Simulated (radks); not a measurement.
The numbers below are computed, except where a source is named.
Neutral tungsten, configuration [Xe] 4f14 5d4 6s2. Level of theory: scalar-relativistic Kohn-Sham, PBE, spin-unpolarised, spherical densities, finite nucleus; Fermi nuclear charge, rms radius 5.3658 fm (a radial shooting solver on a logarithmic mesh with Libxc functionals).

Radial electron density D(r) = 4 pi r^2 rho(r):

```
   r/bohr * D(r) (the largest magnitude, 136, reaches the edge; | marks zero)
0.0006781 | *
0.0007894 | *
 0.000919 |  *
  0.00107 |  *
 0.001256 |   *
 0.001462 |    *
 0.001702 |      *
 0.001981 |       *
 0.002306 |         *
 0.002685 |            *
 0.003125 |              *
 0.003638 |                 *
  0.00427 |                     *
 0.004971 |                         *
 0.005787 |                            *
 0.006736 |                                *
 0.007842 |                                   *
  0.00913 |                                      *
  0.01063 |                                       *
  0.01237 |                                        *
  0.01452 |                                       *
   0.0169 |                                      *
  0.01968 |                                    *
  0.02291 |                                   *
  0.02667 |                                    *
  0.03105 |                                      *
  0.03614 |                                           *
  0.04208 |                                                *
  0.04938 |                                                     *
  0.05749 |                                                      *
  0.06692 |                                                    *
  0.07791 |                                               *
   0.0907 |                                          *
   0.1056 |                                         *
   0.1229 |                                            *
   0.1431 |                                                *
   0.1679 |                                                 *
   0.1955 |                                           *
   0.2276 |                                 *
   0.2649 |                          *
   0.3084 |                         *
   0.3591 |                            *
    0.418 |                              *
   0.4866 |                           *
   0.5711 |                     *
   0.6648 |              *
    0.774 |          *
    0.901 |       *
    1.049 |      *
    1.221 |    *
    1.422 |   *
    1.655 | *
    1.942 | *
    2.261 |*
    2.632 |*
    3.064 |*
    3.567 *
    4.153 *
    4.835 *
    5.628 *
    6.605 *
    7.689 *
    8.951 *
    10.42 *
```

D(r) has 4 maxima, at r = 0.0124, 0.0566, 0.158, 0.418 bohr, and minima at 0.0238, 0.102, 0.296 bohr, inside which lie 1.90, 11.10, 29.94 electrons.
